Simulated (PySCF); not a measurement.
PySCF 2.14 output of an unrestricted M06-2X calculation on a single atom or ion in aug-cc-pVDZ-DK, with the spin-free X2C one-electron Hamiltonian (Gaussian nucleus):

```
SCF conv_tol = 1e-09
number electrons alpha = 9  beta = 6
    Y. Zhao and D. G. Truhlar.,  Theor. Chem. Acc. 120, 215 (2008)
    Y. Zhao and D. G. Truhlar.,  Theor. Chem. Acc. 120, 215 (2008)
cycle= 1 E= -460.201095409572  delta_E= -0.000873  |g|= 0.00398  |ddm|= 0.169
cycle= 2 E= -460.201104802836  delta_E= -9.39e-06  |g|= 0.000533  |ddm|= 0.0263
cycle= 3 E= -460.201105019829  delta_E= -2.17e-07  |g|= 5.97e-05  |ddm|= 0.00357
cycle= 4 E= -460.201105021402  delta_E= -1.57e-09  |g|= 2.35e-06  |ddm|= 0.000325
cycle= 5 E= -460.201105021406  delta_E= -4.49e-12  |g|= 1.48e-07  |ddm|= 8.57e-06
converged SCF energy = -460.201105021406  <S^2> = 3.7513561  2S+1 = 4.000678
```

The run itself started from symmetry-adapted Hartree-Fock orbitals and held the occupation by maximum overlap, on a logarithmic radial grid, so the iterations belong to that start.

Problem. Which element, charge and spin multiplicity is this?

Solution. Cl²⁺ (chlorine, charge +2), multiplicity 4; the state was [Ne] 3s2 3p3, high-spin 4S determinant.
